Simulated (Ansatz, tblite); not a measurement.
Forces on the cluster Cs4F3 at its PBE-D4/def2-SVP geometry. Total charge 0; doublet.

In the def2 sets Cs takes a core potential; there is no spin–orbit coupling. The xTB rows come from tblite. Another isomer (doublet) lies 0.50 eV lower at PBE0-D4/def2-TZVP; other spin states weren't run for this one.

GFN1-xTB (tblite), largest force 0.62 eV/Å:

```xyz
7
positions Å, forces eV/Å
Cs   -1.578    0.728   -1.772    0.273   -0.127    0.420
Cs    2.225   -0.966   -3.894   -0.212    0.092    0.371
Cs    2.140   -0.995    0.776   -0.462    0.214   -0.085
Cs   -1.787    0.804    3.149    0.298   -0.136   -0.527
F    -2.479    1.126    0.640   -0.125    0.058   -0.012
F     0.562   -0.283    2.721    0.065   -0.030    0.120
F     0.916   -0.413   -1.620    0.163   -0.073   -0.287
```

GFN2-xTB (tblite), largest force 0.45 eV/Å:

```
Cs 0.081 -0.039 0.291
Cs -0.064 0.029 0.114
Cs -0.272 0.125 0.049
Cs 0.213 -0.100 -0.380
F 0.042 -0.016 -0.046
F 0.021 -0.006 -0.059
F -0.022 0.008 0.030
```

PBE-D4/def2-TZVP (Ansatz), largest force 0.06 eV/Å:

```
Cs -0.054 0.024 -0.015
Cs 0.010 -0.005 -0.018
Cs 0.034 -0.017 0.032
Cs -0.019 0.007 0.035
F -0.006 0.004 -0.015
F 0.010 -0.003 0.006
F 0.025 -0.010 -0.025
```
